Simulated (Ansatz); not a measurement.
Job for Ansatz (a quantum-chemistry and plane-wave program): R-B3LYP/def2-TZVPP on 1,1-difluoroethane (SMILES CC(F)F), a point of a torsion scan.

Ansatz 0.2 input:
```yaml
crystal:
  periodic: [false, false, false]
  atoms:
    - {symbol: C, position_ang: [-0.79076003, -0.11158038, -0.00719587]}
    - {symbol: C, position_ang: [0.71255446, 0.05738251, -0.00750983]}
    - {symbol: F, position_ang: [1.05265201, 1.35661810, -0.20034576]}
    - {symbol: F, position_ang: [1.23908229, -0.29327377, 1.19265349]}
    - {symbol: H, position_ang: [-1.19076966, 0.21695630, -0.96186855]}
    - {symbol: H, position_ang: [-1.03780133, -1.15637589, 0.15568581]}
    - {symbol: H, position_ang: [-1.22060375, 0.49018036, 0.79024740]}
    - {symbol: H, position_ang: [1.22712234, -0.53604506, -0.77976130]}
basis:
  gaussian:
    orbitals: def2-TZVPP
hamiltonian:
  xc: {name: B3LYP}
scf: {lower_state_search: off}
```

### Question
Predict the final total energy.

### Answer
-278.4371 hartree.
